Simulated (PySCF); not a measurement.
Si(CF3)(Cl)(H)2 (CH2ClF3Si), SMILES [SiH2](C(F)(F)F)Cl.

Geometry: PBE0-D3(BJ)/def2-SVP.

Method: SMD-PBE0/def2-SVP in PySCF.

Solvation free energies are E(SMD) − E(gas) at the gas-phase geometry, for 1 M in both phases. In vacuum the dipole moment is 1.76 D.

**Question.** Estimate the solvation free energies in water, acetonitrile, ethylethanoate. (An estimate is asked for; the answer gives what the named calculation found.)

**Answer.** 
| solvent | ΔG(solv) (kcal/mol) | its non-electrostatic (CDS) part | dipole (D) |
|---|---|---|---|
| water | 2.1 | 4.1 | 2.19 |
| acetonitrile | -1.6 | 0.5 | 2.18 |
| ethylethanoate | -1.6 | 0.0 | 2.09 |
